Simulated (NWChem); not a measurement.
System: Si2H4, singlet; SMILES [SiH][SiH3]

Computed with NWChem. Pople sets run with spherical d functions. Low-valent species are run as closed-shell singlets; no triplet was tried in these runs. The geometry was optimised at PBE0-D3(BJ)/def2-TZVP. Static field.

Task: Taking PBE/def2-TZVPD as the yardstick, which of these has the fewest basis functions while keeping “isotropic polarisability (bohr³)” within 2 % of it: PBE/aug-cc-pVDZ; PBE/def2-TZVP; PBE/6-31G*; PBE/6-31+G*; PBE/def2-SVPD; PBE/Sadlej pVTZ; PBE/def2-SVP?

Result: PBE/aug-cc-pVDZ (a larger set in the list lies outside the tolerance).
| level | basis functions | isotropic polarisability (bohr³) | relative time (rough) |
|---|---|---|---|
| PBE/6-31G* | 44 | 56.2 | 1 |
| PBE/6-31+G* | 52 | 61.8 | 1 |
| PBE/def2-SVP | 56 | 58.7 | 1 |
| PBE/def2-SVPD | 80 | 68.9 | 2 |
| PBE/aug-cc-pVDZ | 90 | 71.0 | 6 |
| PBE/def2-TZVP | 98 | 65.6 | 3 |
| PBE/Sadlej pVTZ | 100 | 71.3 | 5 |
| PBE/def2-TZVPD | 122 | 70.7 | 6 |

The yardstick is one finite set, not the basis-set limit.
